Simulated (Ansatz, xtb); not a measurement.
# Two isomers of C8H7P

Structure I: `Cc1ccccc1C#P`, a singlet. Structure II: `Cc1ccc(C#P)cc1`, a singlet. Both are isolated molecules in the gas phase, relaxed with PBE-D3(BJ)/def2-SVP.

I (Å):

```xyz
16

C    -1.5001    1.4031    3.1618
C    -1.2821    0.6518    1.8783
C    -2.0894    0.8772    0.7508
C    -1.8905    0.1783   -0.4501
C    -0.8630   -0.7743   -0.5479
C    -0.0427   -1.0224    0.5555
C    -0.2358   -0.3205    1.7754
C     0.6098   -0.5859    2.8886
P     1.5360   -0.8691    4.1256
H    -0.5897    1.9666    3.4544
H    -2.3424    2.1154    3.0758
H    -1.7103    0.7079    4.0012
H    -2.8970    1.6229    0.8196
H    -2.5417    0.3797   -1.3142
H    -0.7019   -1.3249   -1.4868
H     0.7668   -1.7645    0.4993
```

II (Å):

```xyz
16

C    -3.3968   -0.3291    2.2164
C    -1.9986   -0.0221    1.7484
C    -1.6131    1.2959    1.4207
C    -0.3097    1.5944    1.0172
C     0.6697    0.5694    0.9235
C     1.9999    0.8642    0.5108
C     0.2835   -0.7587    1.2487
C    -1.0243   -1.0393    1.6504
P     3.4675    1.1896    0.0564
H    -3.4691   -0.2514    3.3232
H    -4.1354    0.3793    1.7924
H    -3.7033   -1.3580    1.9431
H    -2.3570    2.1059    1.4825
H    -0.0262    2.6260    0.7635
H     1.0298   -1.5628    1.1755
H    -1.3025   -2.0769    1.8940
```

Question: Which of the two would you expect CCSD(T)/def2-SVP + ΔMP2/def2-TZVPP electronic energies to favour?

Answer: Too close to call at this level: CCSD(T)/def2-SVP + ΔMP2/def2-TZVPP gives E(II) − E(I) = +0.84 kcal/mol.

The same difference at several levels:

```tsv
level	geometry	E(II) − E(I) (kcal/mol)	departure from the last row (kcal/mol)	job, with rough time for the two
GFN2-xTB	GFN2-xTB	+0.29	−0.55	optimisation, 0.12 s
HF/STO-3G	GFN2-xTB	−0.30	−1.15	single point, 0.5 s
r2SCAN-D4/def2-SVP	GFN2-xTB	+0.88	+0.04	single point, 5.4 s
PBE-D3(BJ)/def2-SVP	PBE-D3(BJ)/def2-SVP	+0.90	+0.06	optimisation, 19 s
HF/def2-SVP	PBE-D3(BJ)/def2-SVP	−0.40	−1.24	part of the CCSD(T) run
MP2/def2-SVP	PBE-D3(BJ)/def2-SVP	+0.94	+0.10	part of the CCSD(T) run
CCSD(T)/def2-SVP	PBE-D3(BJ)/def2-SVP	+0.52	−0.32	single point
CCSD(T)/def2-SVP + ΔMP2/def2-TZVPP	PBE-D3(BJ)/def2-SVP	+0.84		single point, 2.5 min
```

As drawn, both hold the same kinds of bond in the same numbers.

The largest departure from CCSD(T)/def2-SVP + ΔMP2/def2-TZVPP is that of HF/def2-SVP, 1.24 kcal/mol. The last row adds to CCSD(T) the change of the MP2 difference between the two basis sets, here +0.32 kcal/mol.

With thermal terms from frequencies at re-optimised GFN2-xTB minima (ideal gas, soft modes damped towards free rotors, one conformer each, 298.15 K, 1 atm): on the last row, ΔE + ΔZPE = +0.73, ΔH = +0.85, ΔG = +0.42 kcal/mol.

The correlated steps freeze 13 core orbitals. Codes used: Ansatz 0.2.0, xtb 6.7.1; the last row on 4 threads of Arm Neoverse V2 on a shared host.
